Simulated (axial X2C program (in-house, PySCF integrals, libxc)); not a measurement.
**TiH: nuclear properties from DFT to coupled cluster**

Computed with an axial X2C code built on PySCF integrals: two-component X2C with atomic mean-field Coulomb and Gaunt terms, Gaussian nuclei, basis Ti dyall-acv3z, H dyall-av3z with contracted cores.

R = 1.753 Å (near the PBE0 minimum at charge 0 of the determinant lowest at the starting distance; the state shown can have its own minimum elsewhere); state Ω = 3/2 (⟨Sz⟩ = -1.50, ⟨Lz⟩ = 3.00 at PBE0).

```json
{"level": "PBE0", "Eeff magnitude (GV/cm)": "0.342", "Ws magnitude Ti (kHz)": "0.0856", "A∥/gI Ti (MHz)": "-17.2", "qzz Ti (a.u.)": "-0.72", "A∥/gI H (MHz)": "3.84", "μ (D)": "-2.58"}
{"level": "HF", "Eeff magnitude (GV/cm)": "0.547", "Ws magnitude Ti (kHz)": "0.14", "A∥/gI Ti (MHz)": "65.9", "qzz Ti (a.u.)": "-1.07", "A∥/gI H (MHz)": "-2.23", "μ (D)": "-1.69"}
{"level": "B3LYP", "Eeff magnitude (GV/cm)": "0.344", "Ws magnitude Ti (kHz)": "0.0862", "A∥/gI Ti (MHz)": "-32.8", "qzz Ti (a.u.)": "-0.69", "A∥/gI H (MHz)": "1.99", "μ (D)": "-2.59"}
```

Eeff is the effective electric field on the electron electric dipole moment in this Ω state and Ws the scalar–pseudoscalar constant of the nucleus named (defined with the proton number Z and per Ω); A∥ (defined per Ω) follows by multiplying with gI = μI/(I μN); qzz is the electric field gradient, eQq0 = 234.96 MHz × Q/barn × qzz; μ is positive if the H end (last atom) is positive. The operators were transformed with the bare-nucleus X2C matrices; with these basis sets, hyperfine constants and field gradients can be off by tens of per cent, and where levels differ in sign neither size nor sign is settled.

Finite-field MP2, CCSD and CCSD(T), with 13 electrons correlated in 130 natural virtual spinors (MP2 remainder added):

```csv
level,Eeff magnitude (GV/cm),Ws magnitude Ti (kHz),A∥/gI Ti (MHz),qzz Ti (a.u.),A∥/gI H (MHz),μ (D)
MP2,0.56,0.142,-33.7,-0.88,-1.93,-2.34
CCSD,0.493,0.125,-19.9,-0.85,-1.47,-2.38
CCSD(T),0.488,0.123,-23.5,-0.81,-1.66,-2.40
```

T1 = 0.046 (Lee–Taylor), a sign of multireference character. One unrestricted determinant, the lowest of a limited PBE0 search, is the reference; the functionals treat spin collinearly. With several open shells it need not be a pure state. Correlation of the inner shells is missing, which matters for properties at the nucleus. Number of frozen shells: Ti 2 s, 1 p; H none.

By how much does correlation change each value, CCSD(T) against HF?

Eeff magnitude -11 %; Ws magnitude Ti -12 %; A∥/gI Ti from 65.9 to -23.5, a change of sign; qzz Ti -24 %; A∥/gI H -26 %; μ 42 %.
